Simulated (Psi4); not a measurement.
Calculation: SAPT0/jun-cc-pVDZ, frozen core (Psi4).

Psi4 input:

```
molecule {
0 1
H 0.37192002 0.00000000 -0.00000000
H -0.37192002 -0.00000000 0.00000000
--
0 1
B 3.12789838 -0.97969231 1.07614219
N 3.12738522 0.42114895 1.35114565
B 3.12904116 1.41374767 0.32510292
N 3.13015102 0.95148562 -1.02557665
B 3.13070115 -0.43343191 -1.37204436
N 3.12936153 -1.37215290 -0.29645727
H 3.12730643 -1.78637702 1.95430557
H 3.12678070 0.72260487 2.31173760
H 3.12964456 2.57758067 0.58480218
H 3.13155457 1.63266834 -1.76692289
H 3.13237592 -0.79035977 -2.50980676
H 3.12992954 -2.35475939 -0.51569967
units angstrom
symmetry c1
no_reorient
no_com
}
set basis jun-cc-pvdz
set scf_type df
set freeze_core true
energy('sapt0')
```

Part of the output:

```
    SAPT Results
  --------------------------------------------------------------------------------------------------------
    Electrostatics                 -0.76539014 [mEh]      -0.48028956 [kcal/mol]      -2.00953153 [kJ/mol]
      Elst10,r                     -0.76539014 [mEh]      -0.48028956 [kcal/mol]      -2.00953153 [kJ/mol]

    Exchange                        2.17242817 [mEh]       1.36321926 [kcal/mol]       5.70370939 [kJ/mol]
      Exch10                        2.17242817 [mEh]       1.36321926 [kcal/mol]       5.70370939 [kJ/mol]
      Exch10(S^2)                   2.16627463 [mEh]       1.35935786 [kcal/mol]       5.68755327 [kJ/mol]

    Induction                      -0.23207559 [mEh]      -0.14562963 [kcal/mol]      -0.60931438 [kJ/mol]
      Ind20,r                      -0.33268972 [mEh]      -0.20876595 [kcal/mol]      -0.87347675 [kJ/mol]
      Exch-Ind20,r                  0.25795807 [mEh]       0.16187114 [kcal/mol]       0.67726883 [kJ/mol]
      delta HF,r (2)               -0.15734394 [mEh]      -0.09873482 [kcal/mol]      -0.41310647 [kJ/mol]

    Dispersion                     -1.61705430 [mEh]      -1.01471689 [kcal/mol]      -4.24557548 [kJ/mol]
      Disp20                       -1.78364604 [mEh]      -1.11925479 [kcal/mol]      -4.68296204 [kJ/mol]
      Exch-Disp20                   0.16659174 [mEh]       0.10453790 [kcal/mol]       0.43738656 [kJ/mol]
      Disp20 (SS)                  -0.89182302 [mEh]      -0.55962739 [kcal/mol]      -2.34148102 [kJ/mol]
      Disp20 (OS)                  -0.89182302 [mEh]      -0.55962739 [kcal/mol]      -2.34148102 [kJ/mol]
      Exch-Disp20 (SS)              0.10104112 [mEh]       0.06340426 [kcal/mol]       0.26528342 [kJ/mol]
      Exch-Disp20 (OS)              0.06555062 [mEh]       0.04113364 [kcal/mol]       0.17210314 [kJ/mol]

  Total HF                          1.17496244 [mEh]       0.73730007 [kcal/mol]       3.08486347 [kJ/mol]
  Total SAPT0                      -0.44209186 [mEh]      -0.27741683 [kcal/mol]      -1.16071201 [kJ/mol]
```
